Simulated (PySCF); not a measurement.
Constitutional and geometric isomers with formula CH6Si2. Isolated molecules, 0 K electronic values unless said otherwise. Strings in code marks are SMILES.

The S1 excitation (TDA) from two functionals at the same geometries (B3LYP-D3(BJ)/def2-TZVP), both in PySCF: PBE-D3(BJ)/def2-TZVP and ωB97X-D3(BJ)/def2-TZVP. Excitations are Tamm–Dancoff values on a coarser integration grid. The basis has no diffuse functions, so Rydberg states are missing or too high.

```json
[
 {"species": "`[SiH2]1C[SiH2]1`", "PBE-D3(BJ)/def2-TZVP (eV)": "5.39", "ωB97X-D3(BJ)/def2-TZVP (eV)": "5.69"},
 {"species": "`C[SiH]=[SiH2]`", "PBE-D3(BJ)/def2-TZVP (eV)": "4.26", "ωB97X-D3(BJ)/def2-TZVP (eV)": "4.24"},
 {"species": "`[SiH2]=C[SiH3]`", "PBE-D3(BJ)/def2-TZVP (eV)": "5.02", "ωB97X-D3(BJ)/def2-TZVP (eV)": "5.29"}
]
```

Over these rows, drawn at random from the members with no instability flagged (it was tested for open shells, ions and some series alone), PBE minus ωB97X-D3(BJ): mean -0.18 eV, from -0.29 eV to +0.01 eV.
